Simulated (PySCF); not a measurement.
Two structures of GeH4S, singlet, reached by relaxing down either side of one saddle point (PBE0-D4/def2-TZVP). Energies are electronic, without zero-point energy. PySCF 2.14 with density fitting (its default auxiliary sets; JK sets also for MP2 and CCSD(T)); basis: def2-TZVPP and def2-QZVPP; cores frozen in the correlated methods. Filled d shells of the heavier atoms are correlated. The def2 sets are not built for correlating such inner shells, so the correlated values are less sure here. Extrapolation: Hartree–Fock as exp(−7.88 √X), correlation as X^−2.97. First:

| atom | x (Å) | y (Å) | z (Å) |
| --- | --- | --- | --- |
| Ge1 | -0.8013 | 1.1171 | -0.0213 |
| S2 | 1.3005 | 1.2032 | 0.7201 |
| H3 | 0.0566 | -1.2125 | -1.5138 |
| H4 | -0.6391 | -1.2546 | -1.7867 |
| H5 | -1.2101 | -0.0767 | 0.9534 |
| H6 | 1.2686 | 0.2206 | 1.6342 |

Second:

Ge1  (-1.235, 0.834, -0.056)
S2  (1.205, 0.248, -0.007)
H3  (1.271, -1.095, -0.043)
H4  (-1.108, 0.404, -1.585)
H5  (-1.564, -0.655, 0.406)
H6  (1.455, 0.288, 1.313)
(Å)

(1) Which bonds change from the first to the second?

(2) Give the saddle point's structure and its height above each. (To be estimated.)

The search had been set up for a 1,1-elimination (forming S2–H3, breaking Ge1–S2, Ge1–H3); from that guess it ended on this step instead.

T1 diagnostic: at most 0.015. The start structure is not quite a true minimum (one mode of 88i cm⁻¹).

Results:

(1) GeH₂S ([SH][GeH]) + H₂ → GeH₄S ([SH2][GeH2]); bonds formed: Ge1–H4, S2–H3; bonds broken: H3–H4.

(2) Computed: 96.7 kJ/mol above the first and 60.1 kJ/mol above the second (CCSD(T) at an estimated basis limit (MP2 extrapolated from triple and quadruple zeta, plus CCSD(T) − MP2 in triple zeta)).
```xyz
6
angstrom
Ge -1.1534 0.6179 -0.4082
S 1.2485 0.8047 0.2214
H 0.4598 -0.3374 -0.7034
H -0.3960 -0.7094 -1.2149
H -1.3892 -0.3621 0.8206
H 1.2302 -0.0136 1.2844
```

Labels in which every atom is bracketed show which atoms are joined, not bond orders.

For scale, one of the runs: CCSD(T)/def2-TZVPP, 146 basis functions, launched by `OMP_NUM_THREADS=4 python run.py`. Time: 89 s of wall clock on 4 CPU threads of an Intel Xeon Platinum 8488C; the host was shared. Peak host memory: 1 GiB.
